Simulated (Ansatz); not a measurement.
CH₆FGaSi, SMILES `F[CH]([SiH3])[GaH2]`. Total charge 0; spin multiplicity 1.

Cartesian coordinates in Å:
```
F 0.851 -0.312 1.754
C -0.122 -0.104 0.760
Si 0.188 -1.292 -0.676
Ga -0.182 1.806 0.206
H -1.100 -0.359 1.194
H 1.438 -0.923 -1.393
H -0.959 -1.169 -1.616
H 0.304 -2.694 -0.198
H 0.876 2.803 0.782
H -1.293 2.243 -0.813
```

(1) What are the harmonic wavenumbers in cm⁻¹ at PBE0-D4/def2-TZVP (Ansatz, finite differences of forces, unscaled)? (Best estimate.)

(2) Is this a minimum?

(3) Give the ideal-gas thermochemistry at 298.15 K and 1 bar (rigid rotor, harmonic oscillator; point group C1, symmetry number 1).

(4) And at 400, 500, 600, 800 and 1000 K?

(5) Rotational constants (cm⁻¹)?

Results:

(1) The calculation gave: 106, 125, 146, 215, 241, 416, 475, 544, 616, 697, 732, 797, 915, 932, 950, 983, 1028, 1279, 1970, 1992, 2220, 2225, 2232, 3020.

(2) Yes, all 24 modes are real.

(3) Zero-point energy 148.7 kJ/mol; H(298) − E = 170.4 kJ/mol; entropy 355.5 J/(mol·K), of which translation 170.0, rotation 114.9, vibration 70.6; G(298) − E = 64.4 kJ/mol.

(4) 
```
T (K)  H − E (kJ/mol)  S (J/mol/K)  G − E (kJ/mol)
  400           182.9        391.4            26.3
  500           197.0        422.8           -14.4
  600           212.5        451.0           -58.1
  800           246.7        500.1          -153.4
 1000           284.1        541.8          -257.7
```

(5) 0.1789, 0.06321, 0.0493.
